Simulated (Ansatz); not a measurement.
The cluster Be₇⁺, relaxed as a doublet with UKS r2SCAN/def2-TZVP in Ansatz, starting from the GFN1-xTB geometry. Force threshold 0.02 eV/Å.

The charge 1 doublet is spin-contaminated (final ⟨S²⟩ up to 2.35, 0.75 for a pure state). The relaxation made no stability test and no search for a lower SCF solution. The structure comes from a short search, and lower isomers may exist.

Start:

```xyz
7

Be    0.0598    0.9025   -1.3175
Be    1.2388   -0.8618   -0.4578
Be   -1.8904    0.7562   -1.0554
Be   -2.1605   -0.5487    0.4791
Be    1.4098   -0.1820    1.4151
Be    1.7148    1.0559   -0.1488
Be   -0.3723   -1.1222    1.0853
```

(1) Estimate the energy that the relaxation releases and the steps that it takes.

(2) Does the start keep its bonding?

(3) Predict the relaxed structure.

Answers

(1) 1.73 eV, in 34 steps; 2 min on 4 threads of Arm Neoverse V2 on a shared host. The force fell under the threshold at step 33, but the optimiser went on. No frequencies were taken in this run, so the end may be a saddle point.

(2) Bonds formed: Be1–Be4, Be1–Be7, Be3–Be6, Be4–Be5 (atoms count from 1). The end is the same structure that another start reached, the lowest one found.

(3) 
Cartesian coordinates in Å:
```
Be -0.4086 -0.4351 -1.0691
Be 1.6644 -0.7541 0.0316
Be -0.9830 1.4348 -0.6064
Be -1.6593 -0.1824 0.5432
Be 0.4073 0.4281 1.0753
Be 1.0631 1.0518 -0.8570
Be -0.0839 -1.5431 0.8823
```
Bond lengths (bridged metal pairs left out): 13 × Be–Be 2.01 to 2.27 Å.
